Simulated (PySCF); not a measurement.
Species: C₈H₉N₄ (charge -1).
Numbering: `[CH3:1][N:2]([CH3:3])[c:4]1[cH:5][cH:6][c:7]2[n-:8][n:9][n:10][c:11]2[cH:12]1`

Geometry (GFN2-xTB, Å), atoms numbered from 1 in this order:
```xyz
21
C8H9N4 angstrom
C     -2.3111   -0.7425   -0.7882
N     -1.6113    0.2550   -0.0186
C     -2.1148    0.3307    1.3339
C     -0.1775    0.2134   -0.0918
C      0.4897    1.4210    0.2038
C      1.8577    1.5321    0.1603
C      2.5933    0.4052   -0.2018
N      3.9164    0.1625   -0.3460
N      4.0306   -1.0936   -0.7115
N      2.8790   -1.7196   -0.8264
C      1.9188   -0.8213   -0.5148
C      0.5277   -0.9137   -0.4506
H     -1.8817   -0.7877   -1.7873
H     -2.2805   -1.7515   -0.3421
H     -3.3617   -0.4452   -0.8688
H     -1.5533    1.0792    1.8890
H     -3.1689    0.6247    1.3120
H     -2.0373   -0.6308    1.8726
H     -0.1152    2.2827    0.4620
H      2.3503    2.4690    0.3929
H      0.0410   -1.8524   -0.6792
```

Definitions: NICS(0) = −σiso at the ring centroid; NICS(1) = −σiso and NICS(1)zz = −σzz at ±1 Å along the ring normal z. Level: GIAO PBE0/pcSseg-1 (PySCF, non-relativistic, gas phase) on the GFN2-xTB geometry, one conformer.

Rings: 1. C4–C5–C6–C7–C11–C12; 2. C7–N8–N9–N10–C11.

```csv
set,NICS(0),"NICS(1), two faces","NICS(1)zz, two faces"
P,-13.2,-16.2 / -16.2,-41.3 / -41.3
Q,-10.1,-11.5 / -11.3,-27.8 / -26.8
```

Task: Which set (ppm) belongs to which ring?

Result: P = 2, Q = 1.
- 1 (6-membered carbocycle; formal bonds all aromatic): mean NICS(1)zz -27.3 ppm, shielded. For a flat ring without four-coordinate atoms the NICS criterion counts such a value as aromatic, though in fused rings the probe also feels the neighbouring ring.
- 2 (5-membered ring with 3 N; formal bonds all aromatic): mean NICS(1)zz -41.3 ppm, shielded. For a flat ring without four-coordinate atoms the NICS criterion counts such a value as aromatic, though in fused rings the probe also feels the neighbouring ring.

Task: How do the rings differ in shape?

Result: 
| ring | bond lengths (Å) | rms pucker (Å) | HOMA | nearest outside atom to a NICS(1) probe (Å) |
| --- | --- | --- | --- | --- |
| 1 | 1.411, 1.373, 1.394, 1.434, 1.396, 1.377 | 0.00 | 0.87 | hydrogen 2.64 |
| 2 | 1.353, 1.313, 1.316, 1.351, 1.434 | 0.00 | 0.88 | carbon 2.74 |

HOMA = 1 − mean of α(R − Ropt)² over the ring bonds, with Krygowski's 1993 parameters (CC: Ropt 1.388 Å, α 257.7 Å⁻²; CN: Ropt 1.334 Å, α 93.52 Å⁻²; NN: Ropt 1.309 Å, α 130.33 Å⁻²).
